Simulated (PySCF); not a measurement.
In(Cl)2(Et) (C2H5Cl2In), SMILES C[CH2][In]([Cl])[Cl].

Geometry optimised at PBE-D3(BJ)/def2-SVP. The structure was generated by enumeration; whether it is a known compound was not checked. The def2 effective core potentials stand for the cores of In; spin–orbit coupling is left out. The values are those of a single conformer.

All values below come from PySCF with TDA-PBE/def2-SVPD.

Vertical excitations. Isolated molecule, no solvent.

Computed UV-visible absorptions:
```tsv
state	energy (eV)	λ (nm)	f	main pairs
S1	4.59	270	0.018	HOMO−1→LUMO 96 %
S2	4.68	265	0.000	HOMO−2→LUMO 100 %
S3	4.72	263	0.075	HOMO→LUMO 67 %, HOMO−4→LUMO 30 %
S4	4.86	255	0.000	HOMO→LUMO+1 92 %
S5	5.00	248	0.000	HOMO−1→LUMO+1 99 %
S6	5.02	247	0.026	HOMO−3→LUMO 92 %
S7	5.35	232	0.012	HOMO−2→LUMO+1 82 %, HOMO−5→LUMO 16 %
S8	5.52	225	0.105	HOMO−4→LUMO 43 %, HOMO−3→LUMO+1 39 %, HOMO→LUMO 12 %
S9	5.64	220	0.006	HOMO−4→LUMO+1 98 %
S10	5.94	209	0.276	HOMO−3→LUMO+1 53 %, HOMO−4→LUMO 20 %, HOMO→LUMO 11 %
T1	3.90	318	0	HOMO→LUMO 97 %
T2	4.28	290	0	HOMO−1→LUMO 100 %
T3	4.44	279	0	HOMO−2→LUMO 99 %
T4	4.64	267	0	HOMO→LUMO+1 99 %
```
Triplets are in the Tamm–Dancoff approximation.
